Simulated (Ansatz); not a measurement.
Ga(vinyl)(OH)(NH2) (C₂H₆GaNO), SMILES C=[CH][Ga]([NH2])[OH]. Atoms are numbered in the order given.

```xyz
11

Ga    -0.0203     0.2467     0.2275
C     -0.1012    -0.0254    -1.6893
C      0.0931    -1.2131    -2.2753
H     -0.3178     0.8367    -2.3321
H      0.0423    -1.3448    -3.3633
H      0.3141    -2.1215    -1.7022
O     -0.3198     1.9004     0.8425
H     -0.2728     1.9959     1.7978
N      0.3364    -1.0601     1.4320
H      0.3806    -0.9236     2.4335
H      0.5224    -2.0225     1.1817
```
Charge 0, spin multiplicity 1.

Geometry optimised at PBE0-D3(BJ)/def2-SVP. The structure was generated by enumeration; whether it is a known compound was not checked. The values are those of a single conformer.

Two levels are set side by side: PBE-D3(BJ)/def2-SVP (Ansatz, an electronic-structure program) and PBE0-D3(BJ)/def2-SVP (Ansatz). Each level has its own optimised geometry; the coordinates shown are those of the second. Differences are taken from unrounded values.

| quantity | PBE0-D3(BJ) |
|---|---|
| mean bond length (Å) | 1.315 |
| bond Ga1–C2 (Å) | 1.938 |
| bond Ga1–O7 (Å) | 1.789 |
| bond Ga1–N9 (Å) | 1.813 |
| bond C2–C3 (Å) | 1.339 |
| bond C2–H4 (Å) | 1.097 |
| bond C3–H5 (Å) | 1.097 |
| bond C3–H6 (Å) | 1.097 |
| bond O7–H8 (Å) | 0.961 |
| bond N9–H10 (Å) | 1.012 |
| bond N9–H11 (Å) | 1.012 |

Task: What does PBE-D3(BJ) give, and how far is it from PBE0-D3(BJ)? (The exact figures need the calculation; the answer reports its results.)

Result: 
```json
[
 {"quantity": "mean bond length (Å)", "PBE-D3(BJ)": "1.326", "PBE-D3(BJ) minus PBE0-D3(BJ)": "0.011"},
 {"quantity": "bond Ga1–C2 (Å)", "PBE-D3(BJ)": "1.947", "PBE-D3(BJ) minus PBE0-D3(BJ)": "0.010"},
 {"quantity": "bond Ga1–O7 (Å)", "PBE-D3(BJ)": "1.810", "PBE-D3(BJ) minus PBE0-D3(BJ)": "0.021"},
 {"quantity": "bond Ga1–N9 (Å)", "PBE-D3(BJ)": "1.827", "PBE-D3(BJ) minus PBE0-D3(BJ)": "0.014"},
 {"quantity": "bond C2–C3 (Å)", "PBE-D3(BJ)": "1.348", "PBE-D3(BJ) minus PBE0-D3(BJ)": "0.010"},
 {"quantity": "bond C2–H4 (Å)", "PBE-D3(BJ)": "1.105", "PBE-D3(BJ) minus PBE0-D3(BJ)": "0.008"},
 {"quantity": "bond C3–H5 (Å)", "PBE-D3(BJ)": "1.105", "PBE-D3(BJ) minus PBE0-D3(BJ)": "0.008"},
 {"quantity": "bond C3–H6 (Å)", "PBE-D3(BJ)": "1.105", "PBE-D3(BJ) minus PBE0-D3(BJ)": "0.008"},
 {"quantity": "bond O7–H8 (Å)", "PBE-D3(BJ)": "0.974", "PBE-D3(BJ) minus PBE0-D3(BJ)": "0.012"},
 {"quantity": "bond N9–H10 (Å)", "PBE-D3(BJ)": "1.020", "PBE-D3(BJ) minus PBE0-D3(BJ)": "0.008"},
 {"quantity": "bond N9–H11 (Å)", "PBE-D3(BJ)": "1.020", "PBE-D3(BJ) minus PBE0-D3(BJ)": "0.009"}
]
```

GGA bonds tend to be longer and softer than those of functionals with exact exchange. Differences between two approximate levels are no errors against the true value.
